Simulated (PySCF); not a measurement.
**ZrOF2: from structure and modes to constants**

All numbers come from PySCF, PBE0, basis Zr def2-TZVP with ECP28, O def2-TZVP, F def2-TZVP (scalar-relativistic core potentials, no spin–orbit coupling, density fitting).

The singlet minimum has Cs symmetry. Masses (u): Zr 89.90470, O 15.99492, F 18.99840.

```xyz
4
charge 0 multiplicity 1, angstrom
Zr   -0.1686   -0.0127    0.0000
O    -0.0004   -1.7401    0.0000
F     0.3988    0.7623   -1.6781
F     0.3988    0.7623    1.6781
```

Harmonic wavenumbers (cm⁻¹): 104.7 (a', ×1), 178.1 (a', ×1), 238.7 (a'', ×1), 627.5 (a', ×1), 652.8 (a'', ×1), 983.9 (a', ×1).

(1) Find the principal moments of inertia and the rotational constants. What kind of rotor is it?

(2) Give the standard entropy (298.15 K, 1 bar) by its translational, rotational, vibrational and spin parts, and Cp.

Answers

(1) About the centre of mass I = 79.124, 113.45, 179.69 u Å². With B = 16.8576/I this gives 0.2131, 0.1486, 0.09382 cm⁻¹. The molecule is an asymmetric top with κ = -0.08.

(2) Sackur–Tetrode with M = 143.90 u gives 170.8; rotation with symmetry number 1 gives 107.9; vibration 35.1; spin R ln 1 = 0.0. The total is 313.9 J/(mol K), and Cp = 4 R + 33.0 = 66.3 J/(mol K).

Stability towards spin polarisation was not tested. This need not be the most stable arrangement of these atoms.
